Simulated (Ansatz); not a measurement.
`C=[C](S)[AlH][OH]` + H₂ → `C=[C]([AlH2])S` + H₂O  (hydrogenolysis of the Al–O bond)

Calculated with Ansatz (gas phase, PBE0-D4/def2-TZVP geometries, no zero-point term in ΔE). CCSD(T)/CBS adds triple-zeta CCSD(T) − MP2 to the extrapolated MP2 energy (def2 sets, frozen cores). This one scheme is used for every species. DFT in def2-TZVPP. B3LYP here is the variant with VWN-RPA as its local correlation; programs differ in this. One conformer a species, not always the lowest.

```
             level  ΔE (kJ/mol)
           PBE0-D4        115.6
           ωB97M-V        122.4
            B2PLYP        124.7
               PBE        116.8
            r2SCAN        128.8
             B3LYP        120.7
SCS-MP2/def2-QZVPP        124.9
    CCSD/CBS(def2)        118.4
```

What does CCSD(T)/CBS give? (Best estimate.)

Computed: +121.3 kJ/mol. The listed levels differ from it by -5.7, 1.1, 3.4, -4.5, 7.5, -0.6, 3.6, -2.9 kJ/mol.

Largest T1 diagnostic among the species: 0.013.

From PBE to PBE0 (25 % exact exchange), in def2-TZVPP and without D4, ΔE moves by −3.4 kJ/mol. At CCSD(T), def2-SVP lies −3.7 kJ/mol from the extrapolated value and def2-TZVPP +0.3 kJ/mol.
